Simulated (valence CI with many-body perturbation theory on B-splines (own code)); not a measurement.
The numbers below are computed, except where a source is named.
**Hyperfine factors and g values of Cd17+**

Method: relativistic CI+MBPT: three valence electrons over a frozen Dirac-Fock core [Ar] 3d10, a basis of 11 s, 11 p, 9 d, 7 f, 5 g, 2 h, 1 i functions for each j, with the one-electron correlation potential Σ1 (screened to all orders), the two-electron term Σ2, the three-electron term Σ3, Breit, model QED; selected single and double excitations, second order for the rest (own B-spline code, finite nucleus).

No measured spectrum was set against this ion. As an estimate, levels hold to about 250 cm⁻¹ or 0.2 % of their energy and the worst to 1 %, as in measured heavy ions of charge 2 to 7; those with d or f electrons hold less well.

A/g_I is the dipole constant over the nuclear g factor μ/I (μ in nuclear magnetons, uniformly magnetised nucleus), B/Q the quadrupole constant per barn. Both hold the static response of the core; the bare values leave it out. Large factors of s and p1/2 electrons are usually good to 5 to 10 %; those of open d and f shells near neutrality can be off by tens of per cent, and small factors of p3/2, d and f electrons come from cancelling terms and can be off by a factor of two or in sign, in half-filled shells by more. B is blank for J = 1/2, where it vanishes, and for nearly pure S terms. Energies count from the lowest level.

Names give the largest LS component (configuration and term), which can be under half, so a name can repeat, a term be missing and a line seem to break the LS rules; names also repeat where a configuration has a term twice. Letters in brackets count levels of one name in rising energy.

```tsv
Level	E (cm⁻¹)	g	A/g_I (MHz)	A/g_I bare	B/Q (MHz/b)	B/Q bare
4s2 4p 2P°_1/2	0	0.664	51800	49100		
4s2 4p 2P°_3/2	68848	1.333	8800	8230	16300	15300
4s 4p2 4P_1/2	295040	2.566	129000	122000		
4s 4p2 4P_3/2	334590	1.714	44900	42500	13300	12500
4s 4p2 4P_5/2	358260	1.503	48500	45900	-6260	-5870
4s 4p2 2D_3/2	406180	0.855	-6770	-6400	19300	18200
4s 4p2 2D_5/2	432970	1.296	43600	41300	21000	19700
4s 4p2 2P_1/2	440890	1.186	17500	16600		
4s 4p2 2S_1/2	509270	1.582	151000	143000		
4s 4p2 2P_3/2	517290	1.294	-16900	-16000	-13900	-13100
4s2 4d 2D_3/2	637640	0.800	2190	2190	3570	3330
4s2 4d 2D_5/2	649340	1.200	3810	3700	4760	4430
4p3 4S°_3/2 [a]	733200	1.382	6460	6230	13000	12200
4p3 4S°_3/2 [b]	778570	1.428	-1380	-1160	280	262
4p3 2D°_5/2	783180	1.198	17700	16800	-2600	-2450
4p3 2P°_1/2	830340	0.664	49100	46400		
4s 4p 4d 4F°_3/2	868170	0.599	-13200	-12500	3250	3010
4p3 2P°_3/2	875000	1.154	2760	2670	-10600	-9940
4s 4p 4d 4F°_5/2	882730	1.045	21900	20800	3380	3130
4s 4p 4d 4F°_7/2	904860	1.250	27200	25800	4130	3820
4s 4p 4d 4P°_5/2	920430	1.462	28900	27500	4060	3760
4s 4p 4d 4D°_3/2	927000	1.369	17600	16900	3110	2910
4s 4p 4d 4D°_1/2	930270	0.335	-58100	-54800		
4s 4p 4d 4F°_9/2	943980	1.333	23700	22500	19900	18600
4s 4p 4d 2F°_5/2 [a]	962000	1.041	14900	14200	4350	4080
4s 4p 4d 2D°_3/2 [a]	966370	0.874	-17800	-16800	-2070	-1960
4s 4p 4d 4P°_1/2	973040	2.354	92800	87800		
4s 4p 4d 4D°_7/2	975550	1.397	27900	26500	-3980	-3730
4s 4p 4d 4D°_5/2	976310	1.319	27500	26100	-1770	-1650
4s 4p 4d 4P°_3/2	976430	1.495	35300	33500	-6050	-5650
4s 4p 4d 2D°_5/2 [a]	994990	1.190	31800	30100	-1330	-1290
4s 4p 4d 2F°_7/2 [a]	1031100	1.143	-1800	-1630	19600	18400
4s 4p 4d 2P°_3/2 [a]	1032800	1.148	596	607	-554	-536
4s 4p 4d 2F°_7/2 [b]	1053600	1.160	22900	21800	15900	14900
4s 4p 4d 2F°_5/2 [b]	1056000	0.879	-10900	-10300	14300	13300
4s 4p 4d 2P°_1/2 [a]	1069700	0.649	-62400	-58900		
4s 4p 4d 2P°_1/2 [b]	1079700	0.658	23300	22200		
4s 4p 4d 2D°_3/2 [b]	1091900	1.010	34000	32200	-5790	-5450
4s 4p 4d 2P°_3/2 [b]	1092300	1.267	4060	4060	-1930	-1830
4s 4p 4d 2D°_5/2 [b]	1097700	1.174	-10100	-9460	-10800	-10200
```

Problem. Take the isotope of mass number 111, with I = 1/2, μ = -0.594 μN. What is the hyperfine structure of 4s 4p2 2D_5/2?

Solution. From the table A = -51800 MHz. Shifts from the centre of gravity in MHz: F = 2: 90600, F = 3: -64800.
